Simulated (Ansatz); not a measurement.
Ansatz (an electronic-structure program) input (PBE0/def2-TZVPD):

Ansatz 0.2 input:
```yaml
crystal:
  periodic: [false, false, false]
  atoms:
    - {symbol: Hf, position_ang: [-0.00000000, -0.00000000, -0.17333918]}
    - {symbol: O, position_ang: [0.00000000, 0.00000000, 1.56005259]}
basis:
  gaussian:
    orbitals: def2-TZVPD
hamiltonian:
  xc: {name: PBE0}
total_charge: 1
magnetization: {spin_polarized: true, initial_magnetization: 1}
```

Output:

```
Functional definition: PBE0
integrals: 0.02 GiB planned
623 factors; their error is unknown
mean field: 0.25 GiB planned
mean field evaluation 1: about -3308.9884 eV, gradient 9.6e1 eV
mean field evaluation 2: about -2981.4907 eV, gradient 2.0e2 eV
mean field evaluation 4: about -3343.0202 eV, gradient 1.2e1 eV
mean field evaluation 8: about -3343.6803 eV, gradient 3.6e-2 eV
mean field evaluation 16: about -3343.6938 eV, gradient 7.9e-4 eV
mean field evaluation 32: about -3343.3235 eV, gradient 3.4e0 eV
mean field -3343.69384854 eV, -122.8784824967 hartree, gradient 9.6e-6 eV, S^2 0.753604; 1 other end points of the search recorded, 0 dependent functions left out
reference -3343.69388241 eV, -122.8784837415 hartree; 10, 9 occupied and 73, 74 virtual orbitals, 623 factors
Total energy: -3343.69388241 eV, -122.8784837415 hartree
```

This state (charge 1, doublet) is run at the relaxed geometry of the species with charge 0 and multiplicity 1.
